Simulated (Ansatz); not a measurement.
Job for Ansatz (a program for electronic structure): R-RI-MP2/aug-cc-pVTZ on BGeH7O (a complex). Files ending in .json are basis or fitting sets from the Basis Set Exchange. The run froze 16 orbitals, filled d shells among them.

Ansatz 0.2 input:
```yaml
crystal:
  periodic: [false, false, false]
  atoms:
    - {symbol: B, position_ang: [1.22284798, 0.28758192, 0.80215111]}
    - {symbol: Ge, position_ang: [-0.61922060, -0.01846758, -0.12897739]}
    - {symbol: H, position_ang: [2.03320530, -0.56622599, 0.58764307]}
    - {symbol: H, position_ang: [1.62735527, 1.41308246, 0.76436332]}
    - {symbol: H, position_ang: [-0.56440854, 0.02659387, -1.67015228]}
    - {symbol: H, position_ang: [-1.24588378, -1.39665935, 0.23701645]}
    - {symbol: H, position_ang: [-1.70654344, 1.01015974, 0.29427011]}
    - {symbol: O, position_ang: [0.94141999, 0.08063314, 2.47672263]}
    - {symbol: H, position_ang: [0.57033749, -0.79574738, 2.65206878]}
    - {symbol: H, position_ang: [0.30577096, 0.73560710, 2.79757694]}
basis:
  gaussian:
    orbitals: aug-cc-pVTZ
    fitting: {mean_field: def2-universal-JKFIT, correlation: aug-cc-pVTZ-RIFIT.json}
magnetization: {spin_polarized: false}
correlation: {method: mp2, electrons: outside_noble_gas}
scf: {lower_state_search: off}
```

Q: Predict the final total energy.

A: -2179.5522 hartree.

Q: How many basis functions does it have, and what does it roughly cost on one machine?

A: 312 functions; about 7 core-seconds (a rough figure).
